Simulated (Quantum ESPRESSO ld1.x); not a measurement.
Values are calculated unless marked as measured or tabulated.
Species: Kr II. Configuration: [Ar] 3d10 4p6 4s(up 0.75, down 0.25) (fractional occupations, a model configuration). Code: ld1.x of Quantum ESPRESSO 7.5. Model: non-relativistic Kohn-Sham, LDA (Slater exchange, Perdew-Zunger correlation), spin-polarised, spherical densities, point nucleus.

Normalised radial functions P(r) = r R(r), r in bohr:

r         3p down  3d down    4s up
0.001394   0.0010   0.0000   0.0254
0.001815   0.0017   0.0000   0.0326
0.002383   0.0028   0.0000   0.0419
0.003103   0.0047   0.0000   0.0531
0.00404    0.0079   0.0001   0.0668
0.005261   0.0131   0.0001   0.0830
0.006905   0.0219   0.0002   0.1023
0.008991   0.0358   0.0005   0.1228
0.01171    0.0578   0.0011   0.1434
0.01524    0.0919   0.0024   0.1610
0.02001    0.1453   0.0051   0.1709
0.02606    0.2210   0.0105   0.1654
0.03393    0.3248   0.0213   0.1364
0.04453    0.4612   0.0428   0.0738
0.05799    0.6097   0.0817  -0.0207
0.07551    0.7416   0.1499  -0.1375
0.09832    0.7979   0.2620  -0.2452
0.1291     0.6941   0.4376  -0.2920
0.168      0.3681   0.6687  -0.2196
0.2188    -0.1763   0.9370  -0.0141
0.2849    -0.8138   1.1846   0.2590
0.374     -1.3250   1.3318   0.4527
0.487     -1.4668   1.3019   0.3962
0.6341    -1.2302   1.0980   0.0608
0.8257    -0.7881   0.7851  -0.4173
1.084     -0.3656   0.4544  -0.8097
1.411     -0.1221   0.2114  -0.9097
1.838     -0.0267   0.0740  -0.7315
2.412     -0.0032   0.0173  -0.4237
3.141     -0.0002   0.0026  -0.1782
4.09      0.0000   0.0002  -0.0505
5.325     0.0000   0.0000  -0.0088

3p down: eigenvalue -206.05 eV, 1 radial node at r = 0.203 bohr, <r> = 0.546 bohr, 90 % of the charge inside 0.832 bohr. 3d down: eigenvalue -96.820 eV, 0 radial nodes, <r> = 0.553 bohr, 90 % of the charge inside 0.905 bohr. 4s up: eigenvalue -34.118 eV, 3 radial nodes at r = 0.0551, 0.222, 0.657 bohr, <r> = 1.55 bohr, 90 % of the charge inside 2.29 bohr.
